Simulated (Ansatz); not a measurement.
C2H8AlFSi, relaxed with RKS PBE0-D4/def2-TZVP in Ansatz from a PBE-D4/def2-SVP geometry. The force threshold is 0.005 eV/Å; the program also tests the step.

Total charge 0; spin multiplicity 1. The bonds changed during the relaxation, so this is another structure than the one it started from.

Start:

```xyz
13

C     1.537    0.143   -0.444
C     0.132   -0.040    0.042
F    -0.536   -1.217   -0.923
Al   -0.444   -1.719    0.944
Si   -1.079    1.404   -0.160
H     1.607    0.552   -1.475
H     2.008    0.888    0.236
H     2.146   -0.782   -0.375
H     0.693   -2.823    1.141
H    -1.907   -1.799    1.576
H    -2.477    0.945    0.129
H    -1.013    2.006   -1.541
H    -0.666    2.443    0.850
```

| step | energy (eV) | largest force (eV/Å) | largest move (Å) |
| --- | --- | --- | --- |
| 1 | -19385.8177 | 0.485 | 0.000 |
| 2 | -19385.8538 | 0.256 | 0.027 |
| 3 | -19385.8602 | 0.111 | 0.015 |
| 4 | -19385.8613 | 0.039 | 0.011 |
| 5 (rejected) | -19385.8599 | 0.144 | 0.020 |
| 6 | -19385.8615 | 0.015 | 0.010 |
| 7 | -19385.8615 | 0.008 | 0.005 |
| 8 | -19385.8615 | 0.004 | 0.004 |

End:

```xyz
13

C     1.517    0.145   -0.443
C     0.118   -0.045    0.037
F    -0.515   -1.214   -0.902
Al   -0.436   -1.703    0.936
Si   -1.069    1.395   -0.161
H     1.579    0.546   -1.460
H     1.978    0.879    0.229
H     2.114   -0.769   -0.379
H     0.695   -2.791    1.150
H    -1.891   -1.801    1.551
H    -2.456    0.954    0.120
H    -0.992    1.997   -1.521
H    -0.642    2.405    0.845
```

Hardware: 4 threads of an Arm Neoverse V1 on a shared host. Wall time 38 s, peak host memory 0.62 GiB.
